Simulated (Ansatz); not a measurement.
Consider the hydrogenolysis of a C–C bond: `C[CH2][Al]([Cl])[Br]` + H₂ → `[CH3][Al]([Cl])[Br]` + CH₄.

Calculated with Ansatz (gas phase, PBE0-D4/def2-TZVP geometries, no zero-point term in ΔE). CCSD(T)/CBS adds triple-zeta CCSD(T) − MP2 to the extrapolated MP2 energy (def2 sets, frozen cores). This one scheme is used for every species. DFT in def2-TZVPP. HSE06 is defined as in plane-wave codes. For Br outer-core shells are correlated without core-valence functions, which leaves a few kJ/mol of doubt a bond. Scalar relativity is left out up to krypton. Each species was taken in one conformer, which may not be the lowest.

(1) Is it downhill or uphill in electronic energy at CCSD(T)/CBS, and by how much? (Best estimate.)

(2) What do these levels give: PBE-D4, r2SCANh, HSE06, MP2/def2-SVP, CCSD/def2-TZVPP, CCSD/CBS(def2)? (An estimate is asked.)

Largest T1 diagnostic among the species: 0.008.

Results:

(1) The calculation gave: Downhill: ΔE = -0.86 eV.

(2) Ansatz gave: PBE-D4 -0.84, r2SCANh -0.92, HSE06 -0.92, MP2/def2-SVP -0.83, CCSD/def2-TZVPP -0.91, CCSD/CBS(def2) -0.90 eV.

In def2-TZVPP, CCSD(T) changes the Hartree–Fock value by +0.20 eV (the triples alone add +0.04 eV) and MP2 by +0.23 eV. The D4 term adds +0.09 eV with B3LYP and +0.05 eV with PBE0; it sums over pairs of atoms, weighted by their polarisabilities, and B3LYP, whose exchange is more repulsive, gets the larger term.

B3LYP here is the variant with VWN-RPA as its local correlation; programs differ in this.
